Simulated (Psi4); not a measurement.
# A ladder of methods for BPH3F3 (SMILES [BH3-][P+](F)(F)F)

The species is BPH3F3 (8 atoms), meant as a singlet with charge 0. As SMILES, `[BH3-][P+](F)(F)F`. Geometry: optimised at PBE0/def2-TZVP.

Each level gives the HOMO–LUMO gap (eV). The values are calculated.

```
                                 level                    kind  program  value (eV)  CPU time
   PBE-D4/def2-TZVPP (density fitting)                     GGA     Psi4        7.47      34 s
r2SCAN-D4/def2-TZVPP (density fitting)                meta-GGA     Psi4        8.14      75 s
 B3LYP-D4/def2-TZVPP (density fitting)           global hybrid     Psi4        9.41      30 s
  PBE0-D4/def2-TZVPP (density fitting)           global hybrid     Psi4        9.86      31 s
  wB97M-V/def2-TZVPP (density fitting)  range-separated hybrid     Psi4       14.32      89 s
```

The values span 7.47 to 14.32 eV. Orbital gaps aren't excitation energies; they tend to grow with the share of exact exchange. Times are those of the runs behind each value, whatever else they computed, on shared processors of several kinds: orders of magnitude only.
